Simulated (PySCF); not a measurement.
O₂S, charge -1, doublet, at a GFN2-xTB geometry (a state made from the parent by changing its charge; the spin is typed, not shown lowest); PySCF with MP2/def2-SVP.

Here is a job for PySCF.
```python
from pyscf import gto, scf, mp

mol = gto.M(
    atom='''
O    -1.24295900    0.47960799   -0.02685326
S    -0.02078318   -0.41688237    0.02148269
O     1.28452537    0.35415674   -0.01611211
''',
    basis='def2-svp',
    charge=-1,
    spin=1,
    verbose=4,
    cart=True,
)

mf = scf.UHF(mol)
mf.kernel()

pt = mp.MP2(mf)
pt.kernel()
print('E(MP2) = %.10f' % pt.e_tot)
```

It wrote (shortened):

```
PySCF version 2.14.0

[INPUT] verbose = 4
[INPUT] num. atoms = 3
[INPUT] num. electrons = 33
[INPUT] charge = -1
[INPUT] spin (= nelec alpha-beta = 2S) = 1
[INPUT] symmetry False subgroup None
[INPUT] Mole.unit = angstrom
[INPUT] Cartesian GTO integrals (6d 10f)
[INPUT] Symbol           X                Y                Z      unit          X                Y                Z       unit  Magmom
[INPUT]  1 O     -1.242959000000   0.479607990000  -0.026853260000 AA   -2.348852094063   0.906327748253  -0.050745306952 Bohr   0.0
[INPUT]  2 S     -0.020783180000  -0.416882370000   0.021482690000 AA   -0.039274518198  -0.787793505460   0.040596400519 Bohr   0.0
[INPUT]  3 O      1.284525370000   0.354156740000  -0.016112110000 AA    2.427401149356   0.669259243769  -0.030447475189 Bohr   0.0

nuclear repulsion = 102.713833983171
number of shells = 20
number of NR pGTOs = 87
number of NR cGTOs = 49
basis = def2-svp
ecp = {}

******** <class 'pyscf.scf.uhf.UHF'> ********
method = UHF
initial guess = minao
damping factor = 0
level_shift factor = 0
DIIS = <class 'pyscf.scf.diis.CDIIS'>
diis_start_cycle = 1
diis_space = 8
diis_damp = 0
SCF conv_tol = 1e-09
SCF conv_tol_grad = None
SCF max_cycles = 50
direct_scf = True
direct_scf_tol = 1e-13
number electrons alpha = 17  beta = 16
Set gradient conv threshold to 3.16228e-05
init E= -547.208366759083

cycle= 1 E= -546.831636255491  delta_E= 0.377  |g|= 0.568  |ddm|= 1.71
cycle= 2 E= -546.896470663776  delta_E= -0.0648  |g|= 0.404  |ddm|= 0.691
cycle= 3 E= -546.956116671833  delta_E= -0.0596  |g|= 0.0356  |ddm|= 0.31
cycle= 4 E= -546.957277399959  delta_E= -0.00116  |g|= 0.00987  |ddm|= 0.0634
cycle= 5 E= -546.9574017933  delta_E= -0.000124  |g|= 0.00367  |ddm|= 0.0221
cycle= 6 E= -546.957424067755  delta_E= -2.23e-05  |g|= 0.00151  |ddm|= 0.00979
cycle= 7 E= -546.957428111588  delta_E= -4.04e-06  |g|= 0.000714  |ddm|= 0.00386
cycle= 8 E= -546.957429207891  delta_E= -1.1e-06  |g|= 0.00024  |ddm|= 0.00225
cycle= 9 E= -546.957429343445  delta_E= -1.36e-07  |g|= 6.63e-05  |ddm|= 0.000828
cycle= 10 E= -546.957429353193  delta_E= -9.75e-09  |g|= 2.3e-05  |ddm|= 0.000217
cycle= 11 E= -546.957429354333  delta_E= -1.14e-09  |g|= 8.22e-06  |ddm|= 6.27e-05
cycle= 12 E= -546.957429354488  delta_E= -1.55e-10  |g|= 4.45e-06  |ddm|= 2.09e-05
Extra cycle  E= -546.957429354509  delta_E= -2.15e-11  |g|= 2.62e-06  |ddm|= 6.16e-06
converged SCF energy = -546.957429354509  <S^2> = 0.7671834  2S+1 = 2.0171102

******** <class 'pyscf.mp.ump2.UMP2'> ********
nocc = (np.int64(17), np.int64(16)), nmo = (49, 49)
E(UMP2) = -547.482763267178  E_corr = -0.525333912668939
E(SCS-UMP2) = -547.459784268052  E_corr = -0.502354913542592
E_corr(same-spin) = -0.147745132684771
E_corr(oppo-spin) = -0.377588779984168
E(MP2) = -547.4827632672
```
